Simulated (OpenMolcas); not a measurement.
Re III: effect of the IPEA shift

| Property | Result |
| --- | --- |
| Program | OpenMolcas 26.06 |
| Basis | ANO-RCC-VTZP [8s7p5d3f2g1h] |
| Scalar Hamiltonian | DKH2, point nucleus |
| Active space | 5 electrons in 9 orbitals (RAS2 5d 6s; RAS3 6p, at most 2 electrons) |
| State averaging | 2S+1 = 6 even, 6 roots; 2S+1 = 4 even, 84 roots kept (CI in the orbitals of an earlier block); 2S+1 = 2 even, 83 roots kept (CI in the orbitals of an earlier block); 2S+1 = 6 odd, 36 roots (15 in the spin-orbit step); 2S+1 = 4 odd, 88 roots kept (CI in the orbitals of an earlier block, 31 in the spin-orbit step); 2S+1 = 2 odd, 81 roots kept (CI in the orbitals of an earlier block, 1 in the spin-orbit step) |
| Spin-orbit coupling | state interaction with AMFI integrals over the reference wave functions, term energies averaged over their components |

Methods on the same reference wave functions:
A. RASSCF
B. MS-RASPT2, IPEA 0 Eh, imaginary shift 0.1 Eh (closed shells correlated: 5s 5p)
C. MS-RASPT2, IPEA 0.25 Eh, imaginary shift 0.1 Eh (closed shells correlated: 5s 5p)

Energies in eV above 5d⁵ ⁶S_5/2, the measured ground level; measured values from the list in Brasseur, Gamrath and Quinet, At. Data Nucl. Data Tables 157, 101636 (2024).

| Level | A | B | C | Measured |
| --- | --- | --- | --- | --- |
| 5d⁵ ⁶S_5/2 | 0.0000 | 0.0000 | 0.0000 | 0.0000 |
| 5d⁴ 6s ⁶D_1/2 [59 %] | 1.9183 | 1.745 | 1.741 | 1.7849 |
| 5d⁴ 6s ⁶D_5/2 | 2.4680 | 2.406 | 2.375 | 2.4448 |
| 5d⁴ 6s ⁶D_7/2 [62 %] | 2.7120 | 2.609 | 2.596 | 2.7408 |
| 5d⁵ ⁴G_7/2 [55 %] | 2.7446 | 2.273 | 2.304 | 2.0942 |
| 5d⁵ ⁴G_11/2 | 2.8599 | 2.429 | 2.452 | 2.2342 |
| 5d⁵ ⁴G_9/2 | 2.9061 | 2.483 | 2.506 | 2.2746 |
| 5d⁴ 6s ⁶D_9/2 | 2.9825 | 2.859 | 2.843 | 2.9101 |
| 5d⁵ ⁴D_7/2 [50 %] | 3.2365 | 2.799 | 2.817 |  |
| 5d⁵ ²I_11/2 [73 %] | 4.1418 | 3.560 | 3.600 | 3.2447 |
| 5d⁵ ²I_13/2 | 4.4477 | 3.884 | 3.918 | 3.5444 |
| 5d⁵ ⁴F_5/2 [67 %] | 4.6394 | 3.946 | 4.026 | 3.7570 |
| 5d⁵ ²F_7/2(1) [55 %] | 4.6573 | 3.999 | 4.068 |  |
| 5d⁴ 6s ⁴H_11/2 [74 %] | 5.1296 | 4.740 | 4.796 | 4.7322 |

Deviations, from unrounded energies. A percentage is the sum of absolute deviations over the sum of measured energies, with the sign that they share, or ± where signs differ.

```tsv
Against measurement	Levels	A	B	C
mean absolute deviation (cm-1)	11	3800	1200	1500
other terms of the ground configuration (%)	6	+26.8	+8.3	+9.7
other configurations (%)	5	±4.5	±1.8	±2.7
```

B lies closest to measurement on these levels and A furthest from it. The largest miss of B in the table is 5d⁵ ²I_13/2, by +2700 cm-1. The ranking rests on the paired levels alone, and a cruder setting can come out closer through cancelling errors.

Between B and C the level of the table that moves most is 5d⁵ ⁴F_5/2 [67 %], by 640 cm-1 (lowest in B, highest in C). Moves below CASPT2's spread within the term are not significant.

From A to B the spin-free energies of the other terms of 5d⁵ shown, above ⁶S, scale by factors of 0.83 to 0.85, as is usual when dynamic correlation screens the repulsion within a d or f shell.

The lowest spin-free term lies below A's lowest term by 0.321 hartree in B, 0.311 hartree in C.

Term energies are means over components that CASPT2 splits; among the terms shown or strongly mixed into the levels shown the widest spread is 250 cm-1 (5d⁵ ²G, B). Some high roots are left out of the spin-orbit mixing, which shifts the levels that they would mix with. Some levels mix across a computed gap that differs much from the measured one, so their mixing is not that of the real levels. Terms from blocks run as CI alone lack orbitals of their own. Configurations are named by rounded mean occupations; where the s occupation lies near a half they are strongly mixed, a name can repeat and a true partner stay unpaired. A single d shell beside an s shell can misplace configurations of different d count against each other. Without dynamic correlation excited terms often stand tens of per cent too high (terms of higher spin than the ground term too low), and those without a measured partner can miss by more than the paired ones (holds for A). Blocks of more than 70 roots (2S+1 = 4 even, 2 even) ran without multistate coupling (holds for B; C). The CASPT2 spread within a term exceeds the gap to the next term for 5d⁵ ²I and 5d⁵ ²F(1), so the order of their levels is uncertain (holds for C). Computed and measured levels are paired by configuration, term and J; levels that our copy of the source lacks, or whose pairing is in doubt (as where it misses far off the trend of its configuration), stay unpaired and out of the deviations. Only configurations of the active space appear. Levels that lie high or do not pair safely by name in every column are left out.

A share in square brackets marks a mixed level and gives the weight of the term that names it, the lowest over the columns. A number in round brackets counts repeated terms of one configuration in the order of the reference energies.
